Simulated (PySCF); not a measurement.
C2H5S (SMILES [CH2]SC), doublet, geometry from GFN2-xTB. Base run: PySCF with MP2/cc-pVDZ.

The PySCF input:
```python
from pyscf import gto, scf, mp

mol = gto.M(
    atom='''
C     0.005961    1.318105   -0.607329
S    -0.171148    0.115116    0.583727
C     0.222020   -1.373632   -0.385197
H     0.710619    1.157904   -1.399658
H    -0.226497    2.316277   -0.297022
H     0.132268   -2.225304    0.280552
H    -0.483491   -1.459379   -1.206035
H     1.237578   -1.298185   -0.762312
''',
    basis='cc-pvdz',
    charge=0,
    spin=1,
    verbose=4,
)

mf = scf.UHF(mol)
mf.kernel()

pt = mp.MP2(mf, frozen=7)
pt.kernel()
print('E(MP2) = %.10f' % pt.e_tot)
mf.analyze()
```

Variants of this job, named by their change:

| change | basis functions | E (Eh) | MP2 correlation (Eh) | SCF-reference HOMO (eV) | SCF-reference dipole (D) |
|---|---|---|---|---|---|
| base | 71 | -476.53115 | -0.39965 | -8.07 | 1.45 |
| basis = STO-3G | 24 | -470.95611 | -0.11392 | -5.84 | 0.83 |
| basis = pcseg-0 | 41 | -475.59028 | -0.22418 | -8.42 | 1.85 |
| basis = 6-31G | 41 | -476.25174 | -0.21882 | -8.21 | 1.80 |
| basis = def2-SV(P) | 56 | -476.28721 | -0.36113 | -8.14 | 1.43 |
| basis = pc-1 | 71 | -476.48727 | -0.39733 | -8.18 | 1.53 |
| basis = def2-SVP | 71 | -476.33767 | -0.39663 | -8.12 | 1.47 |
| basis = 6-31G** | 71 | -476.50464 | -0.39067 | -8.07 | 1.55 |
| basis = cc-pV(D+d)Z | 76 | -476.53810 | -0.40116 | -8.07 | 1.42 |
| basis = def2-SVPD | 107 | -476.36945 | -0.41871 | -8.20 | 1.55 |
| basis = aug-cc-pVDZ | 118 | -476.55833 | -0.42013 | -8.14 | 1.54 |
| basis = aug-pcseg-1 | 118 | -476.49343 | -0.41322 | -8.16 | 1.53 |
| basis = 6-311+G(2d,p) | 119 | -476.60287 | -0.44277 | -8.14 | 1.51 |

Totals compare only among sets that treat the same electrons; sets with core potentials leave the core out.

Open shells are given as the SCF converged; they aren't shown to be the lowest states, and a large step between rows can be another state.
